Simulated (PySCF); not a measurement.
**SnH: frontier orbitals**

M06-L at R = 1.780 Å; PySCF, scalar-relativistic core potentials, basis sets Sn def2-TZVPPD with ECP28, H def2-TZVPPD. State: ²Π (doublet), unpaired electrons π ↑. Only the outer orbitals are listed, counted within each symmetry, core potentials removing the inner ones.

| spin | orbital | occ. | ε (eV) | on Sn (%) | main shells (%) |
| --- | --- | --- | --- | --- | --- |
| α | 1δ | 1 | -26.41 | 100 | 100 Sn d |
| α | 1δ | 1 | -26.36 | 100 | 100 Sn d |
| α | 2π | 1 | -26.26 | 100 | 100 Sn d |
| α | 3σ | 1 | -26.03 | 100 | 100 Sn d |
| α | 2π | 1 | -26.01 | 100 | 100 Sn d |
| α | 4σ | 1 | -11.50 | 78 | 78 Sn s, 20 H s |
| α | 5σ | 1 | -6.40 | 57 | 44 H s, 39 Sn p, 16 Sn s |
| α | 3π | 1 | -3.87 | 100 | 100 Sn p |
| α | 3π | 0 | -3.49 | 99 | 99 Sn p |
| α | 6σ | 0 | 0.24 | 82 | 34 Sn s, 30 Sn p, 20 H s |
| α | 7σ | 0 | 0.79 | 98 | 63 Sn s, 23 Sn d, 11 Sn p |
| β | 1δ | 1 | -26.36 | 100 | 100 Sn d |
| β | 2π | 1 | -26.24 | 100 | 100 Sn d |
| β | 1δ | 1 | -26.22 | 100 | 100 Sn d |
| β | 3σ | 1 | -25.91 | 100 | 100 Sn d |
| β | 2π | 1 | -25.88 | 100 | 100 Sn d |
| β | 4σ | 1 | -11.01 | 75 | 74 Sn s, 24 H s |
| β | 5σ | 1 | -6.19 | 57 | 44 H s, 36 Sn p, 20 Sn s |
| β | 3π | 0 | -3.37 | 98 | 98 Sn p |
| β | 3π | 0 | -2.89 | 98 | 98 Sn p |
| β | 6σ | 0 | 0.36 | 81 | 32 Sn p, 24 Sn s, 24 Sn d |

Q: Which are the highest filled and the lowest empty level, where do they sit, and how wide is the gap?

A: Highest filled α 3π at -3.87 eV (in %: 100 Sn p); lowest empty α 3π at -3.49 eV (in %: 99 Sn p); the gap at M06-L is 0.38 eV. Both belong to one degenerate shell, split only by its one-sided filling, so this is no excitation gap.

```json
{
  "bond order (Mayer)": "0.87",
  "⟨S²⟩": "0.752",
  "charge on Sn (Mulliken, basis-dependent)": "0.34",
  "charge on Sn (Löwdin, basis-dependent)": "0.41",
  "dipole moment (positive dipole means Sn(−)H(+))": "-0.63 D"
}
```

Spin–orbit coupling is left out. The state was picked by a PBE0 search and need not be the measured ground state.
